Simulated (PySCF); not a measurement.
Isomers of C2H8O3Si2, mass 136.001 u with the commonest isotopes. Level of theory: B3LYP/def2-SVPD in PySCF (dipole) on a GFN2-xTB geometry, gas phase. One conformer each, none proved a minimum here; rigid rotors.

Question: Order these by rotational constant C, smallest first.
A. `[O:1]=[CH:2][SiH2:3][O:4][CH2:5][O:6][SiH3:7]` with O1–C2–Si3–O4 -174°, C2–Si3–O4–C5 -179°, Si3–O4–C5–O6 57°, O4–C5–O6–Si7 65°
B. `[O:1]=[C:2]([CH2:3][SiH2:4][OH:5])[O:6][SiH3:7]` with O1–C2–C3–Si4 -66°, C2–C3–Si4–O5 47°, C3–Si4–O5–H -17°, O1–C2–O6–Si7 1°
C. `[CH3:1][Si@H:2]1[O:3][CH2:4][O:5][SiH2:6][O:7]1` with C1–Si2–O3–C4 151°, Si2–O3–C4–O5 -47°, O3–C4–O5–Si6 40°, C4–O5–Si6–O7 -18°
D. `[OH:1][Si@@H:2]1[CH2:3][CH2:4][Si@H:5]([OH:6])[O:7]1` with H–O1–Si2–C3 71°, C4–Si5–O6–H -160°, O1–Si2–C3–C4 -101°, Si2–C3–C4–Si5 -26°, C3–C4–Si5–O6 140°, C4–Si5–O7–Si2 -13°
E. `[O:1]=[C:2]([CH2:3][O:4][SiH3:5])[SiH2:6][OH:7]` with O1–C2–C3–O4 0°, C2–C3–O4–Si5 0°, O1–C2–Si6–O7 178°, C2–Si6–O7–H 180°

Answer: A (711.1 MHz), E (759.1 MHz), B (867.9 MHz), D (1146 MHz), C (1196 MHz).

Question: Order these by out-of-plane moment Σ m c² = (Ia + Ib − Ic)/2, largest first.
A. `[O:1]=[CH:2][SiH2:3][O:4][CH2:5][O:6][SiH3:7]` with O1–C2–Si3–O4 -174°, C2–Si3–O4–C5 -179°, Si3–O4–C5–O6 57°, O4–C5–O6–Si7 65°
B. `[O:1]=[C:2]([CH2:3][SiH2:4][OH:5])[O:6][SiH3:7]` with O1–C2–C3–Si4 -66°, C2–C3–Si4–O5 47°, C3–Si4–O5–H -17°, O1–C2–O6–Si7 1°
C. `[O:1]=[C:2]([CH2:3][O:4][SiH3:5])[SiH2:6][OH:7]` with O1–C2–C3–O4 0°, C2–C3–O4–Si5 0°, O1–C2–Si6–O7 178°, C2–Si6–O7–H 180°
D. `[OH:1][Si@@H:2]1[CH2:3][CH2:4][Si@H:5]([OH:6])[O:7]1` with H–O1–Si2–C3 71°, C4–Si5–O6–H -160°, O1–Si2–C3–C4 -101°, Si2–C3–C4–Si5 -26°, C3–C4–Si5–O6 140°, C4–Si5–O7–Si2 -13°
E. `[CH3:1][Si@H:2]1[O:3][CH2:4][O:5][SiH2:6][O:7]1` with C1–Si2–O3–C4 151°, Si2–O3–C4–O5 -47°, O3–C4–O5–Si6 40°, C4–O5–Si6–O7 -18°

Answer: B (46.36 u·Å²), D (44.16 u·Å²), A (33.68 u·Å²), E (26.02 u·Å²), C (7.51 u·Å²).

Question: Order these by rotational constant A, smallest first.
A. `[O:1]=[C:2]([CH2:3][SiH2:4][OH:5])[O:6][SiH3:7]` with O1–C2–C3–Si4 -66°, C2–C3–Si4–O5 47°, C3–Si4–O5–H -17°, O1–C2–O6–Si7 1°
B. `[CH3:1][Si@H:2]1[O:3][CH2:4][O:5][SiH2:6][O:7]1` with C1–Si2–O3–C4 151°, Si2–O3–C4–O5 -47°, O3–C4–O5–Si6 40°, C4–O5–Si6–O7 -18°
C. `[O:1]=[C:2]([CH2:3][O:4][SiH3:5])[SiH2:6][OH:7]` with O1–C2–C3–O4 0°, C2–C3–O4–Si5 0°, O1–C2–Si6–O7 178°, C2–Si6–O7–H 180°
D. `[O:1]=[CH:2][SiH2:3][O:4][CH2:5][O:6][SiH3:7]` with O1–C2–Si3–O4 -174°, C2–Si3–O4–C5 -179°, Si3–O4–C5–O6 57°, O4–C5–O6–Si7 65°

Answer: B (3109 MHz), A (4018 MHz), D (4113 MHz), C (4836 MHz).

| SMILES | point group | Ia (u·Å²) | Ib (u·Å²) | Ic (u·Å²) | κ | μa (D) | μb (D) | μc (D) |
| --- | --- | --- | --- | --- | --- | --- | --- | --- |
| C[Si@H]1OCO[SiH2]O1 | C1 | 162.55 | 311.96 | 422.47 | -0.56 | 0.43 | 0.07 | 0.23 |
| O=C(CO[SiH3])[SiH2]O | – | 104.50 | 576.26 | 665.75 | -0.94 | 4.93 | 0.80 | 0.04 |
| O=C[SiH2]OCO[SiH3] | C1 | 122.86 | 655.19 | 710.70 | -0.96 | 2.69 | 0.81 | 0.73 |
| O=C(C[SiH2]O)O[SiH3] | C1 | 125.77 | 549.25 | 582.29 | -0.97 | 1.29 | 2.00 | 0.02 |
| O[Si@@H]1CC[Si@H](O)O1 | C1 | 160.79 | 368.41 | 440.88 | -0.77 | 0.97 | 0.37 | 0.61 |
